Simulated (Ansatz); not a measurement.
Gas-phase reaction 2 R1 → P1 + P2, each structure at its B3LYP-D3(BJ)/def2-TZVP stationary point, reached from a drawn start (curvature not checked).
P1: I4Si (SMILES I[Si](I)(I)I), charge 0, multiplicity 1.
R1: I3Si (SMILES I[Si](I)I), charge 0, multiplicity 2.
P2, I2Si (SMILES I[Si]I) (charge 0, multiplicity 1):
```xyz
3

Si     0.0053     0.0052    -1.0348
I      1.9566    -0.0065     0.5273
I     -1.9619     0.0013     0.5076
```

P less R. No zero-point or thermal terms; singlets are restricted closed shells; open shells are unrestricted; no spin–orbit coupling.

Cores are frozen in the correlated methods. In cc and def2 sets filled d and f shells under p-block atoms count as core.

Codes used: Ansatz (Gaussian basis) for Hartree–Fock, density functionals and correlated methods. No computed number here is a measurement. Elements past Kr take the def2 small-core potentials, without spin–orbit coupling.

Total energies in hartree:

```json
[
 {"structure": "P1", "PBE/def2-TZVPP": "-1480.312094", "PBE0/def2-TZVPP": "-1480.440923", "CCSD(T)/def2-TZVPP": "-1476.495865"},
 {"structure": "R1", "PBE/def2-TZVPP": "-1182.539914", "PBE0/def2-TZVPP": "-1182.639647", "CCSD(T)/def2-TZVPP": "-1179.593661"},
 {"structure": "P2", "PBE/def2-TZVPP": "-884.802836", "PBE0/def2-TZVPP": "-884.873993", "CCSD(T)/def2-TZVPP": "-882.737145"}
]
```

### Question
Work out the reaction energy at each level in kcal/mol (1 hartree = 627.50947 kcal/mol), and say how far PBE/def2-TZVPP lies from CCSD(T)/def2-TZVPP.

### Answer
- PBE/def2-TZVPP: (-1480.312094) + (-884.802836) − 2 × (-1182.539914) = -0.035102 hartree = -22.03 kcal/mol
- PBE0/def2-TZVPP: (-1480.440923) + (-884.873993) − 2 × (-1182.639647) = -0.035622 hartree = -22.35 kcal/mol
- CCSD(T)/def2-TZVPP: (-1476.495865) + (-882.737145) − 2 × (-1179.593661) = -0.045688 hartree = -28.67 kcal/mol
PBE/def2-TZVPP less CCSD(T)/def2-TZVPP: 6.64 kcal/mol. CCSD(T)/def2-TZVPP is the level counted from, the highest shown, and no exact or measured value.

Ansatz is a first-principles code.
